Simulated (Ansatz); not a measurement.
`NB(O[SiH3])O[SiH3]`, charge 0, multiplicity 1.

(1) Give a relaxed structure at PBE0-D4/def2-TZVP (Ansatz). (An estimate is asked.)

## Answers

(1) The calculation gave: 
Z-matrix (Å, degrees):
```
Si
O 1 1.635
H 1 1.484 2 108.1
H 1 1.484 2 110.1 3 -119.4
H 1 1.488 2 110.9 3 119.6
B 2 1.374 1 140.2 3 -136.5
N 6 1.403 2 118.7 1 162.4
O 6 1.374 2 122.6 1 -17.6
H 7 1.003 6 122.3 2 178.8
H 7 1.003 6 122.3 2 -1.3
Si 8 1.635 6 140.1 2 -17.8
H 11 1.484 8 110.1 6 104.2
H 11 1.484 8 108.1 6 -136.3
H 11 1.488 8 110.9 6 -16.8
```
Point group C2.
This is one stationary point; other conformers may exist.
